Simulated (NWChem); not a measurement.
System: ZnBr, doublet; SMILES [Zn][Br]

NWChem input:

```
start job
memory heap 200 mb stack 700 mb global 900 mb
geometry units angstroms noautosym nocenter noautoz
  Zn     0.000000     0.000000    -1.253600
  Br     0.000000     0.000000     1.065700
end
basis spherical
  Zn library def2-svp
  Br library def2-svp
end
dft
  odft
  mult 2
  xc xpbe96 cpbe96
  iterations 150
end
tddft
  cis
  nroots 8
end
task tddft energy
```

Excerpt of the output:

```
             Northwest Computational Chemistry Package (NWChem) 7.3.0
             --------------------------------------------------------

                             Geometry "geometry" -> ""
                             -------------------------

 Output coordinates in angstroms (scale by  1.889725989 to convert to a.u.)

  No.       Tag          Charge          X              Y              Z
 ---- ---------------- ---------- -------------- -------------- --------------
    1 Zn                  30.0000     0.00000000     0.00000000    -1.25360000
    2 Br                  35.0000     0.00000000     0.00000000     1.06570000

 Effective nuclear repulsion energy (a.u.)     239.5706081359

  pbe96 is a nonlocal functional; adding pw91lda local functional.

                                 NWChem DFT Module
                                 -----------------

 Summary of "ao basis" -> "ao basis" (spherical)
 ------------------------------------------------------------------------------
       Tag                 Description            Shells   Functions and Types
 ---------------- ------------------------------  ------  ---------------------
 Zn                         def2-svp                11       31   5s3p2d1f
 Br                         def2-svp                12       32   5s4p3d

            General Information
            -------------------
          SCF calculation type: DFT
          Wavefunction type:  spin polarized.
          No. of atoms     :     2
          No. of electrons :    65
           Alpha electrons :    33
            Beta electrons :    32
          Charge           :     0
          Spin multiplicity:     2
          Use of symmetry is: off; symmetry adaption is: off
          Maximum number of iterations: 150
          AO basis - number of functions:    63
                     number of shells:    23
          Convergence on energy requested:  1.00D-06
          Convergence on density requested:  1.00D-05
          Convergence on gradient requested:  5.00D-04

              XC Information
              --------------
          PerdewBurkeErnzerhof Exchange Functional  1.000
            Perdew 1991 LDA Correlation Functional  1.000 local
           PerdewBurkeErnz. Correlation Functional  1.000 non-local

             Grid Information
             ----------------
          Grid used for XC integration:  medium
          Radial quadrature: Mura-Knowles
          Angular quadrature: Lebedev.
          Tag              B.-S. Rad. Rad. Pts. Rad. Cut. Ang. Pts.
          ---              ---------- --------- --------- ---------
          Zn                  1.35      112           8.0       590
          Br                  1.15      112          10.0       590
          Grid pruning is: on
          Number of quadrature shells:   224
          Spatial weights used:  Erf1

      Superposition of Atomic Density Guess
      -------------------------------------

 Sum of atomic energies:       -4349.64728844

      Non-variational initial energy
      ------------------------------

 Total energy =   -4349.802128
 1-e energy   =   -6544.419519
 2-e energy   =    1955.046783
 HOMO         =      -0.173952
 LUMO         =       0.176656

[...]

                                NWChem TDDFT Module
                                -------------------

            General Information
            -------------------
           No. of orbitals :     126
            Alpha orbitals :      63
             Beta orbitals :      63
        Alpha frozen cores :       0
         Beta frozen cores :       0
     Alpha frozen virtuals :       0
      Beta frozen virtuals :       0
         Spin multiplicity :       2
    Number of AO functions :      63
        Use of symmetry is : off
      Symmetry adaption is : off
         Schwarz screening :  0.10D-07

              XC Information
              --------------
   PerdewBurkeErnzerhof Exchange Functional   1.00
     Perdew 1991 LDA Correlation Functional   1.00 local
    PerdewBurkeErnz. Correlation Functional   1.00 non-local

             TDDFT Information
             -----------------
          Calculation type : Tamm-Dancoff TDDFT
         Wavefunction type : Unrestricted
          No. of electrons :      65
           Alpha electrons :      33
            Beta electrons :      32
              No. of roots :       8
          Max subspacesize :    5600
            Max iterations :     100
               Target root :       1
           Target symmetry : none
      Symmetry restriction : off
                 Algorithm : Optimal
        Davidson threshold :  0.10D-03

    8 smallest eigenvalue differences (eV)
--------------------------------------------------------
  No. Spin  Occ  Vir  Irrep   E(Occ)    E(Vir)   E(Diff)
--------------------------------------------------------
    1    2   32   33 a        -0.236    -0.155     2.196
    2    2   31   33 a        -0.236    -0.155     2.196
    3    2   30   33 a        -0.299    -0.155     3.929
    4    1   33   34 a        -0.193    -0.010     4.987
    5    1   33   35 a        -0.193    -0.010     4.987
    6    1   32   34 a        -0.239    -0.010     6.238
    7    1   32   35 a        -0.239    -0.010     6.238
    8    1   31   34 a        -0.239    -0.010     6.238
--------------------------------------------------------

  Entering Davidson iterations
  Unrestricted

  Iter   NTrls   NConv    DeltaV     DeltaE      Time
  ----  ------  ------  ---------  ---------  ---------
    1      8       0     0.98E-01   0.10+100        7.1
    2     16       1     0.23E-01   0.21E-01        7.2
    3     23       2     0.64E-02   0.77E-03        7.5
    4     29       4     0.17E-02   0.25E-04        8.3
    5     33       7     0.14E-03   0.95E-06        7.3
    6     34       8     0.93E-04   0.14E-07        5.5
  ----  ------  ------  ---------  ---------  ---------
  Convergence criterion met

  Ground state a       -4352.334968010190 a.u.
  <S2> =   0.7515

  ----------------------------------------------------------------------------
  Root   1         a              0.081178484 a.u.                2.2090 eV
  <S2> =   0.7599
  ----------------------------------------------------------------------------
     Transition Moments    X  0.12448   Y  0.12456   Z  0.00000
     Dipole Oscillator Strength                    0.0016783599
     Electric Quadrupole                           0.0000000000
     Magnetic Dipole                               0.0000000138
     Total Oscillator Strength                     0.0016783737

     Occ.   32 beta  a   ---  Virt.   33 beta  a       -0.99894
  ----------------------------------------------------------------------------
  Root   2         a              0.081178517 a.u.                2.2090 eV
  <S2> =   0.7599
  ----------------------------------------------------------------------------
     Transition Moments    X -0.12456   Y  0.12448   Z -0.00000
     Dipole Oscillator Strength                    0.0016783597
     Electric Quadrupole                           0.0000000000
     Magnetic Dipole                               0.0000000138
     Total Oscillator Strength                     0.0016783735

     Occ.   31 beta  a   ---  Virt.   33 beta  a        0.99894
  ----------------------------------------------------------------------------
  Root   3         a              0.158432138 a.u.                4.3112 eV
  <S2> =   0.7780
  ----------------------------------------------------------------------------
     Transition Moments    X  0.00000   Y  0.00000   Z  0.91723
     Dipole Oscillator Strength                    0.0888601421
     Electric Quadrupole                           0.0000000019
     Magnetic Dipole                               0.0000000000
     Total Oscillator Strength                     0.0888601440

     Occ.   31 alpha a   ---  Virt.   35 alpha a       -0.15902
     Occ.   32 alpha a   ---  Virt.   34 alpha a       -0.15902
     Occ.   33 alpha a   ---  Virt.   37 alpha a        0.15824
     Occ.   25 beta  a   ---  Virt.   33 beta  a       -0.05455
     Occ.   30 beta  a   ---  Virt.   33 beta  a        0.95098
     Occ.   31 beta  a   ---  Virt.   35 beta  a       -0.07010
     Occ.   32 beta  a   ---  Virt.   34 beta  a       -0.07010
  ----------------------------------------------------------------------------
  Root   4         a              0.188054604 a.u.                5.1172 eV
  <S2> =   0.7493
  ----------------------------------------------------------------------------
     Transition Moments    X -0.54104   Y -0.53415   Z  0.00000
     Dipole Oscillator Strength                    0.0724691417
     Electric Quadrupole                           0.0000003456
     Magnetic Dipole                               0.0000012664
     Total Oscillator Strength                     0.0724707536

[...]
```

Level: PBE/def2-SVP, spin-unrestricted, TDA. All runs use the structure optimised with PBE-D3(BJ)/def2-SVP, spin-unrestricted. This spin state was assumed; another may lie lower. No stability test was run on the SCF state.
